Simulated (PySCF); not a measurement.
First SCF of a structure search on quintet [Sc3Se]+, at a hand-made T-shaped geometry. PySCF input:

```python
from pyscf import gto, scf, dft
mol = gto.M(atom='''
Se     0.000000     0.000000     0.000000
Sc     0.000000     0.000000     2.587200
Sc     2.585600     0.000000     0.090300
Sc    -2.585600     0.000000     0.090300''',
    basis={'Se': 'def2-SVP', 'Sc': 'def2-SVP'},
    charge=1, spin=4)
mf = dft.UKS(mol, xc='PBE0')
mf.grids.atom_grid = (50, 194)
aux = {'Se': 'def2-universal-JKFIT', 'Sc': 'def2-universal-JKFIT'}
mf = mf.density_fit(auxbasis=aux)
mf.conv_tol = 1e-08
mf.diis_space = 10
mf.max_cycle = 60
mf.init_guess = 'minao'
mf.verbose = 4
mf.kernel()
```

Excerpt of the output (cycles alone); a level shift of 0.3 Eh and then a second-order solver take over where DIIS stalls:

```
init E= -4681.2579214544
cycle= 1 E= -4680.89138677419  delta_E= 0.367  |g|= 1.11  |ddm|= 3.47
cycle= 2 E= -4680.27730200723  delta_E= 0.614  |g|= 1.38  |ddm|= 4.42
cycle= 3 E= -4681.4589921151  delta_E= -1.18  |g|= 0.662  |ddm|= 3.98
cycle= 4 E= -4680.64492909023  delta_E= 0.814  |g|= 1.04  |ddm|= 2.68
cycle= 5 E= -4681.8985786402  delta_E= -1.25  |g|= 0.17  |ddm|= 2.04
cycle= 6 E= -4681.92138232567  delta_E= -0.0228  |g|= 0.115  |ddm|= 0.44
cycle= 7 E= -4681.93155168444  delta_E= -0.0102  |g|= 0.0401  |ddm|= 0.21
cycle= 8 E= -4681.9346638052  delta_E= -0.00311  |g|= 0.014  |ddm|= 0.154
cycle= 9 E= -4681.93538402984  delta_E= -0.00072  |g|= 0.0159  |ddm|= 0.108
cycle= 10 E= -4681.93580541888  delta_E= -0.000421  |g|= 0.00768  |ddm|= 0.0429
cycle= 11 E= -4681.93653249521  delta_E= -0.000727  |g|= 0.0062  |ddm|= 0.136
cycle= 12 E= -4681.93680640865  delta_E= -0.000274  |g|= 0.00971  |ddm|= 0.0707
cycle= 13 E= -4681.93695228498  delta_E= -0.000146  |g|= 0.00711  |ddm|= 0.0251
... 38 lines left out ...
cycle= 52 E= -4681.93802365913  delta_E= 0.00037  |g|= 0.00764  |ddm|= 0.143
cycle= 53 E= -4681.93783276699  delta_E= 0.000191  |g|= 0.00646  |ddm|= 0.0499
cycle= 54 E= -4681.93808749287  delta_E= -0.000255  |g|= 0.00676  |ddm|= 0.0449
cycle= 55 E= -4681.93700632689  delta_E= 0.00108  |g|= 0.0085  |ddm|= 0.191
cycle= 56 E= -4681.93585805208  delta_E= 0.00115  |g|= 0.0163  |ddm|= 0.161
cycle= 57 E= -4681.93628878428  delta_E= -0.000431  |g|= 0.0184  |ddm|= 0.12
cycle= 58 E= -4681.93746699498  delta_E= -0.00118  |g|= 0.0151  |ddm|= 0.199
cycle= 59 E= -4681.9373813381  delta_E= 8.57e-05  |g|= 0.0175  |ddm|= 0.0231
cycle= 60 E= -4681.93722440207  delta_E= 0.000157  |g|= 0.0176  |ddm|= 0.0275
SCF not converged.
init E= -4681.2579214544
cycle= 1 E= -4681.80159262171  delta_E= -0.544  |g|= 0.273  |ddm|= 2.53
cycle= 2 E= -4681.86816738605  delta_E= -0.0666  |g|= 0.157  |ddm|= 0.741
cycle= 3 E= -4681.89990939816  delta_E= -0.0317  |g|= 0.0583  |ddm|= 0.348
cycle= 4 E= -4681.91021856481  delta_E= -0.0103  |g|= 0.0404  |ddm|= 0.188
cycle= 5 E= -4681.91603421118  delta_E= -0.00582  |g|= 0.0295  |ddm|= 0.164
cycle= 6 E= -4681.91962446343  delta_E= -0.00359  |g|= 0.022  |ddm|= 0.143
cycle= 7 E= -4681.92206219906  delta_E= -0.00244  |g|= 0.0181  |ddm|= 0.118
cycle= 8 E= -4681.92396371499  delta_E= -0.0019  |g|= 0.0157  |ddm|= 0.108
cycle= 9 E= -4681.92565074796  delta_E= -0.00169  |g|= 0.0157  |ddm|= 0.114
cycle= 10 E= -4681.9269654066  delta_E= -0.00131  |g|= 0.0138  |ddm|= 0.088
cycle= 11 E= -4681.92843545352  delta_E= -0.00147  |g|= 0.0167  |ddm|= 0.12
cycle= 12 E= -4681.92957485511  delta_E= -0.00114  |g|= 0.0152  |ddm|= 0.0902
cycle= 13 E= -4681.93055928599  delta_E= -0.000984  |g|= 0.0131  |ddm|= 0.0809
... 58 lines left out ...
cycle= 72 E= -4681.93990355841  delta_E= 4.81e-07  |g|= 0.00109  |ddm|= 0.00265
cycle= 73 E= -4681.93990265527  delta_E= 9.03e-07  |g|= 0.00116  |ddm|= 0.0023
cycle= 74 E= -4681.93990254326  delta_E= 1.12e-07  |g|= 0.0012  |ddm|= 0.000858
cycle= 75 E= -4681.9399042423  delta_E= -1.7e-06  |g|= 0.00121  |ddm|= 0.0028
cycle= 76 E= -4681.93990488633  delta_E= -6.44e-07  |g|= 0.00123  |ddm|= 0.0013
cycle= 77 E= -4681.93990933482  delta_E= -4.45e-06  |g|= 0.00129  |ddm|= 0.00574
cycle= 78 E= -4681.93991225777  delta_E= -2.92e-06  |g|= 0.00132  |ddm|= 0.00402
cycle= 79 E= -4681.93991424352  delta_E= -1.99e-06  |g|= 0.00133  |ddm|= 0.0022
cycle= 80 E= -4681.93991578988  delta_E= -1.55e-06  |g|= 0.00138  |ddm|= 0.00209
SCF not converged.
macro= 0  E= -4681.93992871219  delta_E= -1.29223e-05  |g|= 0.00138267  1 KF 7 JK
macro= 1  E= -4681.93997079724  delta_E= -4.20851e-05  |g|= 0.00575929  3 KF 12 JK
macro= 2  E= -4681.9401306598  delta_E= -0.000159863  |g|= 0.00726881  4 KF 27 JK
macro= 3  E= -4681.94039030725  delta_E= -0.000259647  |g|= 0.0126065  3 KF 17 JK
macro= 4  E= -4681.95428116074  delta_E= -0.0138909  |g|= 0.0261018  4 KF 23 JK
macro= 5  E= -4681.96540445365  delta_E= -0.0111233  |g|= 0.0174265  3 KF 14 JK
macro= 6  E= -4681.97346697113  delta_E= -0.00806252  |g|= 0.0142252  3 KF 14 JK
macro= 7  E= -4681.97467503398  delta_E= -0.00120806  |g|= 0.00284112  4 KF 22 JK
macro= 8  E= -4681.97511540654  delta_E= -0.000440373  |g|= 0.0117206  3 KF 12 JK
macro= 9  E= -4681.97530161098  delta_E= -0.000186204  |g|= 0.000902629  5 KF 30 JK
macro= 10  E= -4681.97530219875  delta_E= -5.87766e-07  |g|= 7.91882e-05  2 KF 14 JK
macro= 11  E= -4681.97530362411  delta_E= -1.42537e-06  |g|= 0.000196533  4 KF 31 JK
macro= 12  E= -4681.97530362562  delta_E= -1.50703e-09  |g|= 4.01552e-05  1 KF 3 JK
macro X = 13  E=-4681.97530362562  |g|= 4.01552e-05  total 41 KF 240 JK
converged SCF energy = -4681.97530362562  <S^2> = 6.3018361  2S+1 = 5.1193109
```

No lower solution of this spin was found from smeared starts or by a stability analysis within the unrestricted form.

With open d or f shells other occupations or spin states may lie lower.

The search for the lowest solution, 3 starts and the stability check together, took about 25 core-minutes on a shared host.
